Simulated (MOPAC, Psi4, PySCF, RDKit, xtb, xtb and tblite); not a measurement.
Two geometries of SMILES COC[SiH2]C#N, relaxed at GFN2-xTB with one dihedral held; other torsions can differ between them too.

Structure A

```
13

C     -2.3095     0.0468    -0.1069
O     -1.1109    -0.5608     0.2952
C     -0.0180     0.3316     0.3625
Si     1.4648    -0.7571     0.8587
C      1.6499    -2.0419    -0.4842
N      1.7748    -2.8269    -1.3088
H     -3.0678    -0.7335    -0.1226
H     -2.2141     0.4851    -1.1085
H     -2.6084     0.8361     0.5951
H     -0.2147     1.1255     1.0980
H      0.1316     0.8277    -0.6080
H      2.7022     0.0297     0.8779
H      1.1928    -1.4687     2.1055
```

Structure B

```
13

C     -2.3121     0.1116    -0.1130
O     -1.1292    -0.5365     0.2683
C     -0.0076     0.3230     0.3193
Si     1.4825    -0.7528     0.8515
C      0.8771    -2.5009     1.0928
N      0.5399    -3.5838     1.2497
H     -3.0957    -0.6432    -0.1141
H     -2.2201     0.5474    -1.1165
H     -2.5724     0.9106     0.5936
H     -0.1936     1.1441     1.0282
H      0.1551     0.7896    -0.6641
H      2.5072    -0.7981    -0.1960
H      2.0267    -0.3092     2.1384
```

Problem. Which is lower in energy at the level DF-MP2 (frozen core)/cc-pVTZ // GFN2-xTB run with Psi4, and by how much?

Solution. A is lower, by 11.07 kJ/mol (dihedral O2–C3–Si4–C5: 60° in A, 0° in B).

E(B) − E(A) in kJ/mol at the other levels, on the same two geometries: GFN2-xTB (xtb and tblite) 6.81; MMFF94 // GFN2-xTB (RDKit) 7.74; PBE/def2-TZVP // GFN2-xTB (Psi4) 9.84; PBE-D3(BJ)/def2-TZVP // GFN2-xTB (Psi4) 9.79; M06-2X/def2-TZVP // GFN2-xTB (Psi4) 10.55; HF/cc-pVTZ // GFN2-xTB (Psi4) 12.16; UFF // GFN2-xTB (RDKit) 6.52; PM7, restricted, heats of formation // GFN2-xTB (MOPAC) 5.72; PM6, restricted, heats of formation // GFN2-xTB (MOPAC) 3.15; GFN1-xTB // GFN2-xTB (xtb) 9.50; restricted B3LYP/6-31G*, spherical d, density fitting // GFN2-xTB (PySCF) 10.26; restricted B3LYP/6-311+G**, spherical d, density fitting // GFN2-xTB (PySCF) 10.79; restricted Hartree-Fock/6-31G*, spherical d, density fitting // GFN2-xTB (PySCF) 11.62; restricted LDA (SVWN5)/6-31G*, spherical d, density fitting // GFN2-xTB (PySCF) 9.61.

MMFF94 has few fitted parameters for silicon.
